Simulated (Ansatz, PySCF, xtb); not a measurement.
Donor–acceptor adduct: BH3 (SMILES B) (first 4 atoms) with C3H9N (SMILES CN(C)C); geometry from B3LYP-D3(BJ)/def2-TZVP, rigid monomers moved along the line of their centres of mass till B1···N6 is 2.31 Å.
(charge 0, multiplicity 1):
```tsv
atom	x (Å)	y (Å)	z (Å)
B	-0.3868	0.0268	1.2712
H	0.4875	0.6458	0.7092
H	-0.4146	-1.1425	0.9625
H	-1.4690	0.5628	1.2011
C	1.4975	-0.5785	3.6983
N	0.1746	0.0606	3.5094
C	0.2331	1.4624	3.9846
C	-0.8452	-0.6802	4.2875
H	1.7775	-0.5710	4.7543
H	2.2341	-0.0338	3.1137
H	1.4454	-1.6010	3.3339
H	0.4987	1.4953	5.0439
H	-0.7386	1.9235	3.8297
H	0.9744	1.9984	3.3978
H	-0.5937	-0.6725	5.3507
H	-1.8124	-0.2104	4.1301
H	-0.8872	-1.7028	3.9220
```

Counterpoise-corrected where a basis set is named; no monomer relaxation. Rows marked so take none.

Rows in 6-31G* carry no dispersion term and start afresh at each structure (6-31G* with six Cartesian d functions).

Run with Ansatz (Gaussian basis) for Hartree–Fock, density functionals and correlated methods; PySCF for 6-31G* rows, the dispersion terms; xtb for the GFN methods. Values without a source in brackets are computed.

| level | interaction energy (kcal/mol) |
|---|---|
| GFN1-xTB | -18.25 |
| HF/6-31G* | -21.62 |
| PBE/def2-TZVPPD | -29.52 |
| PBE-D3(BJ)/def2-TZVPPD | -31.66 |
| PBE-D4/def2-TZVPPD | -31.70 |
| r2SCAN-D4/def2-TZVPPD | -31.12 |
| B3LYP/6-31G* | -26.25 |
| PBE0-D3(BJ)/def2-TZVPPD | ? |
| M06-2X/6-31G* (no counterpoise) | -30.93 |

Fill in the missing entries.


- PBE0-D3(BJ)/def2-TZVPPD, interaction energy (kcal/mol): -30.31

Ansatz is a quantum-chemistry and plane-wave program.
